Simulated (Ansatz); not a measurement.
# InH3Cl− (SMILES [H][In-]([H])([H])[Cl]): methods side by side

InH3Cl− has 5 atoms, charge -1, and is taken as a singlet. SMILES: `[H][In-]([H])([H])[Cl]`. The shape comes from GFN2-xTB, which is rough for such elements, and wasn't checked as a minimum.

```xyz
5

In   -0.0022    0.0006   -0.1757
Cl    0.0128   -0.0204    2.1636
H     1.6208    0.0134   -0.6709
H    -0.8181    1.4110   -0.6459
H    -0.8134   -1.4046   -0.6711
```

Quantity: the energy change with the In1–Cl2 bond stretched from 2.339 to 3.509 Å, in eV. The values are calculated.

| level | kind | program | value (eV) | less FCI/STO-3G |
| --- | --- | --- | --- | --- |
| HF/STO-3G (restricted) | Hartree–Fock | Ansatz | 2.39 | +0.02 |
| r2SCAN/STO-3G (restricted) | meta-GGA | Ansatz | 2.20 | -0.17 |
| PBE0/STO-3G (restricted) | global hybrid | Ansatz | 2.26 | -0.11 |
| CAM-B3LYP/STO-3G (restricted) | range-separated hybrid | Ansatz | 2.39 | +0.02 |
| wB97M-V/STO-3G (restricted) | range-separated hybrid | Ansatz | 2.45 | +0.08 |
| B2PLYP/STO-3G (restricted) | double hybrid | Ansatz | 2.31 | -0.06 |
| RPA@PBE/STO-3G (restricted) | RPA | Ansatz | 2.19 | -0.18 |
| MP2/STO-3G (restricted) | perturbation theory | Ansatz | 2.39 | +0.02 |
| CCSDT/STO-3G (restricted) | coupled cluster or CI | Ansatz | 2.37 | 0.00 |
| FCI/STO-3G | exact in the basis | Ansatz | 2.37 | 0.00 |

FCI/STO-3G is exact within its basis and frozen core, so for wave-function methods in that basis the difference is their error; functionals converge differently with the basis, so for them it is only a difference. All-electron rows without a relativistic Hamiltonian named are non-relativistic. Sets without diffuse functions describe the anion poorly. The first shape isn't each level's own minimum. The values span 2.19 to 2.45 eV. All rows use very small basis sets, so none should be taken for the real molecule's value. In the correlated wave-function rows the outer d shell of In is correlated, in sets not made for it.
